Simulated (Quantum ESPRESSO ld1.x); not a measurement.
These are the eigenvalues of the occupied orbitals of an atom or ion with whole-number occupations (hartree). Calculated with ld1.x of Quantum ESPRESSO 7.5: Dirac Kohn-Sham, LDA (Slater exchange, Gunnarsson-Lundqvist correlation), spin-unpolarised, spherical densities, point nucleus.

orbital  eigenvalue
1s1/2      -116.140
2s1/2      -12.6576
2p1/2      -10.2918
2p3/2      -10.2095
3s1/2      -2.42076
3p1/2      -1.85769
3p3/2      -1.84835

Which element is it, and in what charge state? The configuration may be excited. Open shells, if any, are shared by 2j + 1.

Answer. Z = 18, argon, charge +3: Ar3+ in [Ne] 3s2 3p3. The list shows which subshells hold electrons but not how many an open one holds; the 1s level, -116.14 hartree, gives Z - s = 15.2 by -(Z - s)^2/2, which with screening and relativity narrows Z to a few neighbours, and the depths of the outer levels then fix element, charge and occupations together.
